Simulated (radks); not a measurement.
Values are calculated unless marked as measured or tabulated.
The tellurium anion Te- inside a hard spherical wall (all orbitals vanish at R), configuration held at [Kr] 4d10 5s2 5p5 and not refilled when levels cross. Level of theory: scalar-relativistic Kohn-Sham, LDA (Slater exchange, VWN5 correlation), spin-polarised, spherical densities, finite nucleus; open shells are filled with parallel spins first (spin-orbit coupling, left out, can overturn this in heavy ions); Fermi nuclear charge, rms radius 4.7423 fm (a radial shooting solver on a logarithmic mesh with Libxc functionals). Eigenvalues in eV for spin up, with the zero of energy where the potential of the charges vanishes at infinity; a dash marks a level that is unbound or too diffuse for the functional's potential to be trusted. A positive occupied level is held by the wall or, in an anion where self-interaction has pushed it up, behind a barrier. The pressure on the wall is -dE/dV.

R (bohr),E (hartree),kinetic (hartree),e(4p),e(4d),e(5s),e(5p),"e(6s, empty)","e(5d, empty)",pressure (GPa)
20,-6788.76722,7110.581,-106.98,-34.510,-8.662,0.107,2.261,2.874,< 0.0001
15,-6788.76714,7110.581,-106.96,-34.495,-8.648,0.120,2.799,3.942,0.000500
10,-6788.76469,7110.597,-106.74,-34.274,-8.449,0.300,4.213,6.052,0.0463
7,-6788.73460,7110.757,-105.52,-33.066,-7.444,1.270,8.038,9.276,1.46
6,-6788.68041,7111.018,-104.18,-31.738,-6.396,2.371,11.775,11.688,5.77
5,-6788.51223,7111.765,-101.37,-28.989,-4.250,4.803,19.645,16.190,27.1
3.5,-6787.08719,7117.188,-89.746,-17.788,5.974,17.327,57.916,35.994,451
3,-6785.25125,7123.619,-81.042,-9.522,15.745,29.373,92.551,53.444,1430
2,-6766.99420,7184.121,-36.139,34.980,91.685,118.15,310.74,164.18,27700
1.5,-6715.41229,7338.711,37.114,115.15,271.29,312.33,715.22,372.79,208000
